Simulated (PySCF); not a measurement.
## Electronic structure of Re²⁺ (rhenium, charge +2) at the wB97X level

Configuration: [Xe] 4f14 5d5, high-spin 6S determinant. Calculation: PySCF 2.14, in aug-cc-pVDZ-PP with ECP60MDF (5s5p4d2f, 54 functions); scalar relativity through the core potential.

| Quantity | Value |
| --- | --- |
| Total energy | -77.5716 hartree |
| One-electron energy | -124.2422 hartree |
| Hartree (Coulomb) energy | 54.7980 hartree |
| Exchange-correlation energy | -8.1274 hartree |
| ⟨S²⟩ | 8.7507 |
| ⟨L²⟩ | 0.000 |
| Sum of ⟨r⟩ | 18.40 bohr |
| Sum of ⟨r²⟩ | 30.63 bohr² |

| shell | electrons | mean orbital energy (hartree) | rms radius, mean of both spins (bohr) |
| --- | --- | --- | --- |
| 5s α | 1 | -3.96993 | 1.12 |
| 5s β | 1 | -3.87014 | 1.12 |
| 5p α | 3 | -2.58065 | 1.30 |
| 5p β | 3 | -2.42820 | 1.30 |
| 5d α | 5 | -0.96920 | 1.90 |

Energies and moments cover only the electrons outside the core potential. Spin-orbit coupling, which splits the p, d and f shells strongly at this Z, is absent.
